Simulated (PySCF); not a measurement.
## A small calculation by hand: oscillator strength and radiative lifetime

Ga(Cl)(OMe)(NH2) (CH₅ClGaNO), SMILES [O]([Ga]([NH2])[Cl])C.

Geometry: r2SCAN-D4/def2-SVP. The structure was generated by enumeration; whether it is a known compound was not checked. Other conformers were not sampled.

TDA-PBE0/def2-SVPD in PySCF puts the first singlet state with f over 0.02 at 6.95 eV (vertical), with the transition dipole (0.179, -0.678, -0.478) in atomic units.

Question: Find the oscillator strength, the wavelength and the radiative lifetime that this transition would have in vacuum if emission retraced absorption.

Answer: 
|μ|² = 0.7202 au, so |μ| = 2.16 D. ΔE = 6.95/27.211 = 0.2554 hartree. f = (2/3) ΔE |μ|² = 0.123 (the program prints 0.123).
λ = 1239.84/6.95 = 178 nm; ν = 56056 cm⁻¹.
Einstein's coefficient A = 0.6670 ν² f s⁻¹ (ν in cm⁻¹) = 2.6e8 s⁻¹, so τ = 1/A = 3.9 ns. This state is S5; the lower singlets have f = 0.016, 0.016, 0.013, 0.001. The figure is the radiative limit of this one transition; relaxation, internal conversion, crossing to triplets and a medium change what is measured.
